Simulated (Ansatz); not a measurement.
`CC(=N)O[SiH2]O` → 2 C• + 7 H• + N• + 2 O• + Si•  (atomization)

Program: Ansatz. Geometries: PBE0-D4/def2-TZVP. ΔE: electronic, gas phase. CCSD(T)/CBS adds triple-zeta CCSD(T) − MP2 to the extrapolated MP2 energy (def2 sets, frozen cores). This one scheme is used for every species, atoms too. Functionals use def2-TZVPP. B3LYP here is the variant with VWN-RPA as its local correlation; programs differ in this. Open shells (•) are unrestricted, without spin–orbit coupling. Spin–orbit coupling would lower the free atoms: a little for C, O, Si. Each species was taken in one conformer, which may not be the lowest.

`CC(=N)O[SiH2]O`:

Cartesian coordinates in Å:
```
C 1.149 1.200 1.258
C 0.160 0.394 0.484
N -1.077 0.233 0.723
O 0.704 -0.211 -0.578
Si -0.321 -1.000 -1.661
O -1.215 -2.161 -0.946
H 0.691 1.666 2.129
H 1.576 1.972 0.614
H 1.971 0.557 1.578
H -1.373 0.751 1.542
H 0.597 -1.663 -2.606
H -1.135 0.050 -2.318
H -1.727 -1.788 -0.218
```

What is ΔE at CCSD(T)/CBS? (An estimate is asked.)

The calculation gave: +53.53 eV.

What do these levels give: B3LYP-D4, B2PLYP, CCSD/def2-TZVPP, CCSD(T)/def2-TZVPP, HF/def2-QZVPP, MP2/CBS(def2)? (An estimate is asked.)

The calculation gave: B3LYP-D4 53.47, B2PLYP 52.94, CCSD/def2-TZVPP 51.11, CCSD(T)/def2-TZVPP 51.99, HF/def2-QZVPP 37.89, MP2/CBS(def2) 54.65 eV.

Largest T1 diagnostic among the species: 0.013.

In def2-TZVPP, CCSD(T) changes the Hartree–Fock value by +14.20 eV (the triples alone add +0.88 eV) and MP2 by +15.32 eV; breaking electron pairs costs correlation energy, which Hartree–Fock lacks. From PBE to PBE0 (25 % exact exchange), in def2-TZVPP and without D4, ΔE moves by −1.21 eV: exact exchange takes away binding that semilocal exchange gives to molecules.

For atomizations the MP2-based limit and the directly extrapolated one differ by several kJ/mol either way, and by 10 to 25 for some Ge, Se and Sn compounds, so smaller differences from it don't rank the levels.
